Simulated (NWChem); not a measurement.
Program: NWChem. System: CF2, charge 0, spin multiplicity 1, at a geometry optimised with B3LYP/def2-SVP. The structure started from a generated list of species. Level: G0W0@PBE0/def2-TZVPP, RI basis def2-tzvpp-rifit.

Job file:

```
start mol
memory heap 200 mb stack 700 mb global 1700 mb
geometry units angstroms nocenter noautoz
  F      1.029081     0.000000    -0.198010
  C      0.000000     0.000000     0.594031
  F     -1.029081     0.000000    -0.198010
  symmetry group C2v
end
basis spherical
  * library def2-tzvpp
end
basis "ri basis" bse spherical
  * library def2-tzvpp-rifit
end
dft
  xc pbe0
  iterations 100
  direct
  tolerances tight
end
task dft energy
gw
  states alpha occ 4 vir 2
end
task dft gw
```

NWChem printed:

```
             Northwest Computational Chemistry Package (NWChem) 7.3.0
             --------------------------------------------------------

                                NWChem Input Module
                                -------------------

 Scaling coordinates for geometry "geometry" by  1.889725989
 (inverse scale =  0.529177249)

 Turning off AUTOSYM since
 SYMMETRY directive was detected!

                             Geometry "geometry" -> ""
                             -------------------------

 Output coordinates in angstroms (scale by  1.889725989 to convert to a.u.)

  No.       Tag          Charge          X              Y              Z
 ---- ---------------- ---------- -------------- -------------- --------------
    1 F                    9.0000     1.02908100     0.00000000    -0.19801000
    2 C                    6.0000     0.00000000     0.00000000     0.59403100
    3 F                    9.0000    -1.02908100     0.00000000    -0.19801000

 Effective nuclear repulsion energy (a.u.)      64.8361796702

            Nuclear Dipole moment (a.u.)
            ----------------------------
        X                 Y               Z
 ---------------- ---------------- ----------------
     0.0000000000     0.0000000000     0.0000113384

      Symmetry information
      --------------------

 Group name             C2v
 Group number             16
 Group order               4
 No. of unique centers     2

      Symmetry unique atoms

     1    2


 Summary of "ao basis" -> "" (spherical)
 ------------------------------------------------------------------------------
       Tag                 Description            Shells   Functions and Types
 ---------------- ------------------------------  ------  ---------------------
 *                         def2-tzvpp                 on all atoms

 new library libraries.bse/

 Summary of "ri basis" -> "" (spherical)
 ------------------------------------------------------------------------------
       Tag                 Description            Shells   Functions and Types
 ---------------- ------------------------------  ------  ---------------------
 *                      def2-tzvpp-rifit              on all atoms

                                 NWChem DFT Module
                                 -----------------

 Summary of "ao basis" -> "ao basis" (spherical)
 ------------------------------------------------------------------------------
       Tag                 Description            Shells   Functions and Types
 ---------------- ------------------------------  ------  ---------------------
 F                         def2-tzvpp               11       31   5s3p2d1f
 C                         def2-tzvpp               11       31   5s3p2d1f

 Summary of "ao basis" -> "ao basis" (spherical)
 ------------------------------------------------------------------------------
       Tag                 Description            Shells   Functions and Types
 ---------------- ------------------------------  ------  ---------------------
 F                         def2-tzvpp               11       31   5s3p2d1f
 C                         def2-tzvpp               11       31   5s3p2d1f

      Symmetry analysis of basis
      --------------------------

        a1         35
        a2         13
        b1         28
        b2         17

            General Information
            -------------------
          SCF calculation type: DFT
          Wavefunction type:  closed shell.
          No. of atoms     :     3
[...]
   Bfn.  Coefficient  Atom+Function         Bfn.  Coefficient  Atom+Function
  ----- ------------  ---------------      ----- ------------  ---------------
    35      0.448556  2 C  s                 36      0.337776  2 C  s
    39      0.304400  2 C  pz                34      0.230895  2 C  s
    42      0.214852  2 C  pz                 8     -0.201235  1 F  pz
    70     -0.201235  3 F  pz                11     -0.168478  1 F  pz
    73     -0.168478  3 F  pz                33     -0.143462  2 C  s

 Vector   13  Occ=0.000000D+00  E=-8.343072D-02  Symmetry=b2
              MO Center= -7.1D-16, -2.8D-14,  5.0D-01, r^2= 1.3D+00
   Bfn.  Coefficient  Atom+Function         Bfn.  Coefficient  Atom+Function
  ----- ------------  ---------------      ----- ------------  ---------------
    41      0.465024  2 C  py                38      0.445886  2 C  py
    44      0.373982  2 C  py                13     -0.203662  1 F  py
    75     -0.203662  3 F  py                 7     -0.201904  1 F  py
    69     -0.201904  3 F  py                10     -0.162744  1 F  py
    72     -0.162744  3 F  py

 Vector   14  Occ=0.000000D+00  E= 1.197493D-01  Symmetry=a1
              MO Center=  4.2D-16,  2.5D-15, -2.4D-01, r^2= 3.8D+00
   Bfn.  Coefficient  Atom+Function         Bfn.  Coefficient  Atom+Function
  ----- ------------  ---------------      ----- ------------  ---------------
    36      2.124568  2 C  s                  5     -1.255671  1 F  s
    67     -1.255671  3 F  s                 45     -1.193827  2 C  pz
    42     -0.481218  2 C  pz                12      0.433714  1 F  px
    74     -0.433714  3 F  px                39     -0.172142  2 C  pz
     3     -0.141596  1 F  s                 65     -0.141596  3 F  s

 Vector   15  Occ=0.000000D+00  E= 1.216929D-01  Symmetry=b1
              MO Center=  2.4D-15,  5.6D-17,  8.0D-01, r^2= 3.7D+00
   Bfn.  Coefficient  Atom+Function         Bfn.  Coefficient  Atom+Function
  ----- ------------  ---------------      ----- ------------  ---------------
    43      1.373252  2 C  px                 5     -0.910456  1 F  s
    67      0.910456  3 F  s                 40      0.511599  2 C  px
    14     -0.339346  1 F  pz                76      0.339346  3 F  pz
    37      0.237663  2 C  px                12      0.173087  1 F  px
    74      0.173087  3 F  px                54      0.139165  2 C  d  1

 center of mass
 --------------
 x =   0.00000000 y =   0.00000000 z =  -0.01494394

 moments of inertia (a.u.)
 ------------------
          20.430502982950           0.000000000000           0.000000000000
           0.000000000000         164.126216824584           0.000000000000
           0.000000000000           0.000000000000         143.695713841634

     Multipole analysis of the density
     ---------------------------------

     L   x y z        total         alpha         beta         nuclear
     -   - - -        -----         -----         ----         -------
     0   0 0 0     -0.000000    -12.000000    -12.000000     24.000000

     1   1 0 0     -0.000000     -0.000000     -0.000000      0.000000
     1   0 1 0     -0.000000     -0.000000     -0.000000      0.000000
     1   0 0 1     -0.266238     -0.133125     -0.133125      0.000011

     2   2 0 0    -11.735479    -39.903801    -39.903801     68.072123
     2   1 1 0      0.000000      0.000000      0.000000      0.000000
     2   1 0 1     -0.000000     -0.000000     -0.000000      0.000000
     2   0 2 0    -10.685423     -5.342711     -5.342711      0.000000
     2   0 1 1      0.000000      0.000000      0.000000      0.000000
     2   0 0 2    -12.805270    -11.443157    -11.443157     10.081044

 Task  times  cpu:        2.8s     wall:        2.8s

                                NWChem Input Module
                                -------------------

                                 NWChem GW Module
                                 ----------------

                             ***********************
                             ***        GW       ***
                             ***********************

 Summary of "ri basis" -> "ri basis" (spherical)
 ------------------------------------------------------------------------------
       Tag                 Description            Shells   Functions and Types
 ---------------- ------------------------------  ------  ---------------------
 F                      def2-tzvpp-rifit            22       76   8s6p4d3f1g
 C                      def2-tzvpp-rifit            22       76   8s6p4d3f1g

                 Memory Information
                 ------------------
          Available GA per process is          1699.9 MBs
          Available stack per process is        700.0 MBs
          Available heap per process is           0.0 MBs

          Peak memory in Initialization
              Peak GA per process is                  2.7 MBs
              Peak stack per process is               0.1 MBs
              Peak heap per process is                2.9 MBs
              Memory not in MA per process            0.0 MBs

          Peak memory in AFF Calculation
              Peak GA per process is                 11.1 MBs
              Peak stack per process is               7.2 MBs
              Peak heap per process is                0.0 MBs
              Memory not in MA per process            7.2 MBs

          Computing 2-center integrals
          Computing Inverse Cholesky factor
          Computing 3-center integrals
          Computing V_xc ...

          Computing Sigma_x
          Computing RPA polarizability
          Solving quasiparticle equations

                  Alpha Orbitals
          State     Energy (eV)     Error (eV)
          -----------------------------------
@GW         9        -18.494           0.002
@GW        10        -16.577           0.002
@GW        11        -16.044           0.002
@GW        12        -11.715           0.002
@GW        13          0.727           0.002
@GW        14          5.419           0.004

   Applying  -2.9259 eV scissor-shift to rest of particle states

   Applying   2.9972 eV scissor-shift to rest of hole states

     GW Timing Statistics
   ------------------------
   Init.   :          0.1s
     ERIs  :          0.3s
     Distr.:          0.0s
     Vxc   :          0.3s
   Sigma_x :          0.0s
   RPA     :          0.2s
   Wmn     :          0.0s
   Sigma_c :          0.0s
   GW total:          1.0s

 Task  times  cpu:        1.0s     wall:        1.0s

 Total times  cpu:        3.7s     wall:        3.7s
```
